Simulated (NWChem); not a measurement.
System: CH₅FSi; SMILES C[SiH2]F

NWChem input:

```
start job
memory heap 200 mb stack 900 mb global 1100 mb
geometry units angstroms noautoz
  Si     0.466494     0.135857    -0.000068
  C     -0.464261    -1.476127    -0.000601
  F     -0.599125     1.369467    -0.000059
  H      1.311903     0.274868     1.220270
  H      1.312331     0.275243    -1.220074
  H     -1.104278    -1.561952    -0.892044
  H      0.239464    -2.323971    -0.002032
  H     -1.102780    -1.563638     0.891745
end
basis spherical
  * library def2-svp
end
dft
  xc b3lyp
  iterations 150
  vectors input atomic output neutral.movecs
end
task dft energy
charge 1
dft
  odft
  mult 2
  vectors input atomic output cation.movecs
end
task dft energy
```

NWChem printed, in part:

```
             Northwest Computational Chemistry Package (NWChem) 7.3.0
             --------------------------------------------------------

 CS  symmetry detected

                             Geometry "geometry" -> ""
                             -------------------------

 Output coordinates in angstroms (scale by  1.889725989 to convert to a.u.)

  No.       Tag          Charge          X              Y              Z
 ---- ---------------- ---------- -------------- -------------- --------------
    1 Si                  14.0000     0.49918380     0.10646815     0.00000000
    2 C                    6.0000    -0.48145527    -1.47566477     0.00000000
    3 F                    9.0000    -0.52739319     1.37275295     0.00000000
    4 H                    1.0000     1.34874120     0.21919225     1.22017203
    5 H                    1.0000     1.34874120     0.21919225    -1.22017203
    6 H                    1.0000    -1.12311779    -1.54232778    -0.89189446
    7 H                    1.0000     0.19545031    -2.34507101     0.00000000
    8 H                    1.0000    -1.12311779    -1.54232778     0.89189446

 Effective nuclear repulsion energy (a.u.)     114.8562926217

      Symmetry information
      --------------------

 Group name             Cs
 Group number              2
 Group order               2
 No. of unique centers     6

                                 NWChem DFT Module
                                 -----------------

 Summary of "ao basis" -> "ao basis" (spherical)
 ------------------------------------------------------------------------------
       Tag                 Description            Shells   Functions and Types
 ---------------- ------------------------------  ------  ---------------------
 Si                         def2-svp                 8       18   4s3p1d
 C                          def2-svp                 6       14   3s2p1d
 F                          def2-svp                 6       14   3s2p1d
 H                          def2-svp                 3        5   2s1p

      Symmetry analysis of basis
      --------------------------

        a'         47
        a"         24

            General Information
            -------------------
          SCF calculation type: DFT
          Wavefunction type:  closed shell.
          No. of atoms     :     8
          No. of electrons :    34
           Alpha electrons :    17
            Beta electrons :    17
          Charge           :     0
          Spin multiplicity:     1
          Use of symmetry is: on ; symmetry adaption is: on
          Maximum number of iterations: 150
          AO basis - number of functions:    71
                     number of shells:    35
          Convergence on energy requested:  1.00D-06
          Convergence on density requested:  1.00D-05
          Convergence on gradient requested:  5.00D-04

              XC Information
              --------------
                         B3LYP Method XC Potential
                     Hartree-Fock (Exact) Exchange  0.200
                        Slater Exchange Functional  0.800 local
                    Becke 1988 Exchange Functional  0.720 non-local
              Lee-Yang-Parr Correlation Functional  0.810
                  VWN I RPA Correlation Functional  0.190 local

             Grid Information
             ----------------
          Grid used for XC integration:  medium
          Radial quadrature: Mura-Knowles
          Angular quadrature: Lebedev.
          Tag              B.-S. Rad. Rad. Pts. Rad. Cut. Ang. Pts.
          ---              ---------- --------- --------- ---------
          Si                  1.10       88           8.0       590
          C                   0.70       49           8.0       434
          F                   0.50       49          10.0       434
          H                   0.35       45          10.0       434
          Grid pruning is: on
          Number of quadrature shells:   321
          Spatial weights used:  Erf1

      Superposition of Atomic Density Guess
      -------------------------------------

 Sum of atomic energies:        -428.15226127

      Non-variational initial energy
      ------------------------------

 Total energy =    -429.215156
 1-e energy   =    -820.348712
 2-e energy   =     276.277264
 HOMO         =      -0.392265
 LUMO         =       0.070850

      Symmetry analysis of molecular orbitals - initial
      -------------------------------------------------

  Numbering of irreducible representations:

     1 a'          2 a"

  Orbital symmetries:

     1 a'          2 a'          3 a'          4 a'          5 a'
     6 a'          7 a"          8 a'          9 a'         10 a'
    11 a"         12 a'         13 a'         14 a"         15 a'
    16 a"         17 a'         18 a'         19 a'         20 a'
    21 a"         22 a'         23 a"         24 a'         25 a'
    26 a"         27 a'

   convergence    iter        energy       DeltaE   RMS-Dens  Diis-err
 ---------------- ----- ----------------- --------- --------- ---------
 d= 0,ls=0.0,diis     1   -430.2830635367 -5.45D+02  1.59D-02  4.30D-01
 d= 0,ls=0.0,diis     2   -430.2633083290  1.98D-02  8.18D-03  8.12D-01
 d= 0,ls=0.0,diis     3   -430.3316940097 -6.84D-02  1.15D-03  1.51D-02
 d= 0,ls=0.0,diis     4   -430.3327561257 -1.06D-03  4.16D-04  1.08D-03
 d= 0,ls=0.0,diis     5   -430.3328852561 -1.29D-04  1.08D-04  1.17D-04
  Resetting Diis
 d= 0,ls=0.0,diis     6   -430.3329005966 -1.53D-05  2.42D-05  2.68D-06
 d= 0,ls=0.0,diis     7   -430.3329009691 -3.72D-07  5.57D-06  6.64D-08

         Total DFT energy =     -430.332900969067
      One electron energy =     -823.016408726251
           Coulomb energy =      316.556593086524
    Exchange-Corr. energy =      -38.729377950993
 Nuclear repulsion energy =      114.856292621654

 Numeric. integr. density =       34.000004624754

[...]
```

Level: B3LYP/def2-SVP, vertical spin-unrestricted ions. The geometry was optimised at PBE0/def2-SVP.
